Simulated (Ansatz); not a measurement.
C3H8AlClO (`CC(C)[O][AlH][Cl]`), 14 atoms. Charge 0, multiplicity 1. Hardware: A = 2 threads of a server CPU on a shared host; B = 2 threads of an AMD EPYC 7R13 on a shared host and a share of an NVIDIA H100 80 GB. Correlated methods freeze the cores. Open-shell runs search over several starts.

Question: How many basis functions does each run have, and how long does it take in Ansatz? RHF-MP2/def2-QZVPP energy [B]; UKS B2PLYP (frozen core)/def2-TZVPP energy of the cation [A]; RKS PBE0-D4/def2-TZVP relaxation (40 steps) [B]; RKS PBE0-D4/def2-SVP energy [A]; RKS ωB97M-V/def2-SVP energy [A]; direct RPA on PBE orbitals/def2-TZVPP energy [A]; RKS PBE0-D4/def2-QZVPP energy [B]; UKS r2SCAN-D4/def2-TZVPP energy of the cation [A]; UHF-CCSD(T)/def2-TZVPP energy of the cation [B]; UKS ωB97X-V/def2-TZVPP energy of the cation [A]; RKS B97M-V/def2-TZVPP energy [A]; RKS PBE0-D4/def2-TZVP frequencies [B]. (Estimate.)

Answer: Computed: Other jobs shared the machine, so times are rough.

| level | job | functions | wall time | peak host memory (GiB) |
| --- | --- | --- | --- | --- |
| RKS PBE0-D4/def2-SVP | energy [A] | 132 | 4.3 s | 0.39 |
| RKS PBE0-D4/def2-QZVPP | energy [B] | 608 | 4.3 s | 1.1 |
| RHF-MP2/def2-QZVPP | energy [B] | 608 | 7 s | 1.2 |
| RKS ωB97M-V/def2-SVP | energy [A] | 132 | 14 s | 0.51 |
| direct RPA on PBE orbitals/def2-TZVPP | energy [A] | 320 | 21 s | 1.1 |
| RKS B97M-V/def2-TZVPP | energy [A] | 320 | 25 s | 0.65 |
| UHF-CCSD(T)/def2-TZVPP | energy of the cation [B] | 320 | 31 s | 1.4 |
| RKS PBE0-D4/def2-TZVP | relaxation (40 steps) [B] | 246 | 91 s | 0.89 |
| UKS B2PLYP (frozen core)/def2-TZVPP | energy of the cation [A] | 320 | 2 min | 1.6 |
| RKS PBE0-D4/def2-TZVP | frequencies [B] | 246 | 2.2 min | 0.88 |
| UKS ωB97X-V/def2-TZVPP | energy of the cation [A] | 320 | 3.1 min | 2.5 |
| UKS r2SCAN-D4/def2-TZVPP | energy of the cation [A] | 320 | 3.5 min | 1.5 |
